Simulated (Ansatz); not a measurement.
C4H8Si, SMILES `[SiH3]C1=CCC1`, 13 atoms. The species carries charge 0 and has multiplicity 1. All runs use 4 threads of an Intel Xeon Platinum 8259CL on a shared host. Correlated methods freeze the cores.

Task: How many basis functions does each run have, and how long does it take in Ansatz? RKS ωB97M-V/def2-QZVPP energy; RKS BLYP-D4/def2-TZVPP energy; RKS SPW92 (LDA)/def2-TZVPP energy; RKS PBE0-D4/def2-QZVPP energy; RHF-CCSD(T)/def2-SVP energy; RKS revPBE-D4/def2-TZVPP energy; RKS B3LYP-D4/def2-TZVPP energy and forces; direct RPA on PBE orbitals/def2-TZVPP energy; RKS PBE0-D4/def2-TZVP frequencies; RKS ωB97M-V/def2-SVP energy; RHF-CCSD(T)/def2-TZVPP energy; RKS PBE0-D4/def2-TZVP relaxation (5 steps). (An estimate is asked.)

Result: Computed: Other jobs shared the machine, so times are rough.

```tsv
level	job	functions	wall time	peak host memory (GiB)
RKS SPW92 (LDA)/def2-TZVPP	energy	278	1.6 s	0.38
RKS revPBE-D4/def2-TZVPP	energy	278	2.2 s	0.39
RKS BLYP-D4/def2-TZVPP	energy	278	2.4 s	0.39
RKS ωB97M-V/def2-SVP	energy	114	3.6 s	0.36
RHF-CCSD(T)/def2-SVP	energy	114	4.4 s	0.6
direct RPA on PBE orbitals/def2-TZVPP	energy	278	5.5 s	0.76
RKS B3LYP-D4/def2-TZVPP	energy and forces	278	5.5 s	0.86
RKS PBE0-D4/def2-QZVPP	energy	538	9.5 s	2
RKS ωB97M-V/def2-QZVPP	energy	538	20 s	2.5
RKS PBE0-D4/def2-TZVP	relaxation (5 steps)	209	22 s	0.59
RHF-CCSD(T)/def2-TZVPP	energy	278	110 s	7.8
RKS PBE0-D4/def2-TZVP	frequencies	209	3.4 min	0.6
```

B3LYP here is the variant with VWN-RPA as its local correlation; programs differ in this.
